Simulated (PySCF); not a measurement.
**C$_{4}$H$_{6}$FNSi: full NMR table**

* Formula: C4H6FNSi
* SMILES: N#CC1(F)C[SiH2]C1
* InChI: InChI=1S/C4H6FNSi/c5-4(1-6)2-7-3-4/h2-3,7H2
* Point group of the computed structure: Cs
* Degrees of unsaturation: 3
* Carbon signals: 3
* Proton signals: 4

Atom-mapped SMILES (the numbers label the heavy atoms): `[N:1]#[C:2][C:3]1([F:4])[CH2:5][SiH2:6][CH2:7]1`. Each H is labelled by its parent atom.

How the numbers were obtained: shielding tensors at PBE0/pcSseg-1 (GIAO), coordinates at the GFN2-xTB level, in PySCF 2.14 (averaged over atoms made equivalent by symmetry, fast rotation or ring inversion, a single conformation, in vacuum, relativity neglected).

Shifts are taken against calculated references (same method and geometry level): TMS for ¹H (31.72 ppm), ¹³C (186.93 ppm), ²⁹Si (349.16 ppm); ¹⁹F (170.95 ppm) vs CFCl3; ¹⁵N (267.73 ppm) vs NH3.

```tsv
carbon	δC, type	δH (multiplicity)	HMBC from (2–3 bonds)	span of the C tensor (ppm)
C2	124.9, C	–	Hb(C5)/Ha(C7), Ha(C5)/Hb(C7)	361
C3	85.2, C	–	Ha(Si6), Hb(Si6), Hb(C5)/Ha(C7), Ha(C5)/Hb(C7)	84
C5/C7	28.0, CH2	Ha(C5) 2.39 (m); Hb(C5) 2.41 (m)	Ha(Si6), Hb(Si6), Hb(C5)/Ha(C7), Ha(C5)/Hb(C7)	65
```

Other nuclei:
```json
{"atoms": "Ha(Si6)", "nucleus": "¹H", "environment": "hydrogen on a silicon bonded to 2 C, in a 4-membered ring", "δ (ppm)": "4.58", "σ (ppm)": "27.14"}
{"atoms": "Hb(Si6)", "nucleus": "¹H", "environment": "hydrogen on a silicon bonded to 2 C, in a 4-membered ring", "δ (ppm)": "4.53", "σ (ppm)": "27.19"}
{"atoms": "F4", "nucleus": "¹⁹F", "environment": "fluorine on an sp3 carbon", "δ (ppm)": "-138.5", "σ (ppm)": "309.4"}
{"atoms": "Si6", "nucleus": "²⁹Si", "environment": "silicon bonded to 2 C, 2 H, in a 4-membered ring", "δ (ppm)": "-61.3", "σ (ppm)": "410.5"}
{"atoms": "N1", "nucleus": "¹⁵N", "environment": "nitrile nitrogen", "δ (ppm)": "309.6", "σ (ppm)": "-41.9"}
```

1. Carbon types of the structure: 2 × C, 2 × CH2, leaving 2 H on heteroatoms.
2. δC 124.9: nitrile carbon; typical of a nitrile.
3. δC 85.2: fully substituted sp3 carbon bonded to F, α to a nitrile; deshielded by the electronegative neighbour.
4. δC 28.0: sp3 CH2 bonded to Si.
5. δH 4.58, 4.53: hydrogen on a silicon bonded to 2 C, in a 4-membered ring.
6. δH 2.41, 2.39: hydrogen on an sp3 CH2 bonded to Si.

Splittings by ¹⁹F in the carbon and heteronuclear signals aren't shown, as no couplings were computed. Shifts are as computed. Against solution values, carbons near 30 ppm lie about +3 ppm off and those near 130 ppm about +5 ppm. Of 1309 compounds with measured shifts, 239 miss one by over three times the rms of a fit or turn the order of signals round; such compounds aren't used in these exercises. Unscaled 19F shifts against computed CFCl3 carry errors that often reach 10 to 50 ppm. Experimental scales use liquid or dissolved standards, which lie at an offset from isolated NH3 (liquid NH3: subtract about 20 ppm). Unscaled 15N shifts of sp2 nitrogen come out 20 to 40 ppm too high even then. No couplings were computed; multiplicities are counted from neighbouring protons, with m where these are inequivalent, close in shift, in a saturated or five-membered ring or joined by F or P, and br s for small geminal =CH2 splittings.
